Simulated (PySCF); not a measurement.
## How methods differ on the ionisation energy of S²⁺

S²⁺ [Ne] 3s2 3p2 (3P) → S³⁺ [Ne] 3s2 3p1 (2P), as a difference of total energies. Calculation: PySCF 2.14, in aug-cc-pV(T+d)Z (6s5p4d2f, 55 functions); the non-relativistic Hamiltonian (point nucleus). Correlated levels: valence: [Ne] frozen. The calculations carry no spin-orbit coupling.

Task: Order these methods by the ionisation energy they give, lowest first.
A. SCS-MP2 (valence)
B. CCSD(T) (valence)
C. MP2 (valence)
D. CCSD (valence)

Result: A (34.541 eV), C (34.636 eV), D (34.680 eV), B (34.713 eV).

A first-order spin-orbit estimate (lowest level to lowest level, LS coupling) adds -0.009 eV.

Errors of the correlated levels include the incompleteness of this basis and the frozen core.

For comparison: 34.86 ± 0.04 eV (semi-empirical (NIST evaluation); NIST Atomic Spectra Database, ionization energies).
